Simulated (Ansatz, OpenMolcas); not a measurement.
## How methods differ on C2H4AlFO (SMILES C=C[O][AlH][F])

C2H4AlFO has 9 atoms, charge 0, and is taken as a singlet. SMILES: `C=C[O][AlH][F]`. The shape is that of a PBE0-D4/def2-TZVP optimisation. This is one conformer, not always the lowest.

Quantity: the HOMO–LUMO gap, in eV. The values are calculated.

| level | kind | program | value (eV) | CPU time |
| --- | --- | --- | --- | --- |
| HF/def2-SVP | Hartree–Fock | Ansatz | 11.66 | 2.5 s |
| SVWN5/def2-SVP | LDA | OpenMolcas | 4.27 | 51 s |
| PBE/def2-SVP | GGA | OpenMolcas | 4.30 | 62 s |
| revPBE/def2-SVP | GGA | OpenMolcas | 4.34 | 67 s |
| TPSS/def2-SVP | meta-GGA | OpenMolcas | 4.53 | 76 s |
| M06-2X/def2-SVP | hybrid meta-GGA | OpenMolcas | 8.09 | 71 s |
| wB97X/def2-SVP | range-separated hybrid | Ansatz | 10.66 | 16 s |
| B2PLYP/def2-SVP | double hybrid | OpenMolcas | 8.25 | 44 s |

The values span 4.27 to 11.66 eV. Orbital gaps aren't excitation energies, and those of double hybrids come from the SCF part alone; they tend to grow with the share of exact exchange. CPU times are rough (shared hosts, several kinds of processor and program).
